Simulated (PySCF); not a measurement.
System: C₃H₈BrSi, charge -1, multiplicity 1. It need not be the lowest isomer of its formula. Whether it binds its extra electron was not tested at this geometry. SMILES: [CH2-][Si](C)(C)Br
Coordinates optimised at B3LYP-D3(BJ)/def2-TZVP (Ansatz):
```xyz
13

Si     0.2307    -0.0020    -1.0309
C      1.7628    -0.3930    -1.7463
C     -1.1866    -1.1895    -1.4249
C     -0.3410     1.7877    -1.2414
Br    -0.1023    -0.0639     1.5081
H      2.0903    -1.4285    -1.8072
H      2.5859     0.3165    -1.6997
H     -0.8787    -2.2166    -1.2163
H     -1.4534    -1.1221    -2.4834
H     -2.0661    -0.9721    -0.8171
H     -0.5693     1.9909    -2.2915
H      0.4523     2.4698    -0.9274
H     -1.2232     1.9958    -0.6342
```
Charge -1, spin multiplicity 1.

Dispersion corrections to the total energy (kcal/mol) from the dftd3 and dftd4 libraries through PySCF: D3(BJ) without and D4 with the three-body term, each with the damping fitted for the functional named.

| functional | D3(BJ) | D4 |
|---|---|---|
| TPSSh | -9.15 | [?] |
| PBE0 | -6.84 | -7.01 |
| BHLYP | -11.06 | -10.41 |
| PBE | -7.55 | [?] |
| HF | -52.54 | -26.25 |
| r2SCAN | [?] | -2.09 |
| B2GP-PLYP | -6.08 | -3.56 |

Question: Fill in the missing entries.

Answer: 
- TPSSh, D4: -10.01
- PBE, D4: -8.15
- r2SCAN, D3(BJ): -2.27
